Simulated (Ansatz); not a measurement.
Basis-set series for CH$_{7}$AlB$_{2}$, SMILES `B[CH](B)[AlH2]`. Total charge 0; spin multiplicity 1. Geometry: relaxed with PBE0-D4/def2-TZVP.

```xyz
11

B    -0.5035    1.4154   -0.1652
C    -0.4056    0.2221    0.7673
B     1.0124   -0.2564    0.8256
Al   -0.3385   -1.0905   -0.7986
H    -1.3049    2.2790    0.0432
H     0.2389    1.5349   -1.1002
H    -1.0562    0.1777    1.6340
H     1.7089   -0.4749    1.7662
H     1.5277   -0.5649   -0.2723
H    -0.4102   -0.6248   -2.3023
H    -0.4690   -2.6176   -0.3976
```

```tsv
functional	basis	functions	energy (Eh)	HOMO (eV)	LUMO (eV)
PBE0-D4	def2-TZVPP	233	-334.20956	-8.28	-2.03
PBE0-D4	def2-QZVPP	451	-334.22314	-8.28	-2.04
ωB97M-V	def2-TZVPP	233	-334.36742	-10.46	-0.18
ωB97M-V	def2-QZVPP	451	-334.38033	-10.46	-0.25
```

Question: Give the rows for def2-SVP. (Best estimate.)

Answer: Computed: 
| functional | basis | functions | energy (Eh) | HOMO (eV) | LUMO (eV) |
| --- | --- | --- | --- | --- | --- |
| PBE0-D4 | def2-SVP | 95 | -334.02601 | -8.27 | -1.99 |
| ωB97M-V | def2-SVP | 95 | -334.17595 | -10.41 | -0.06 |
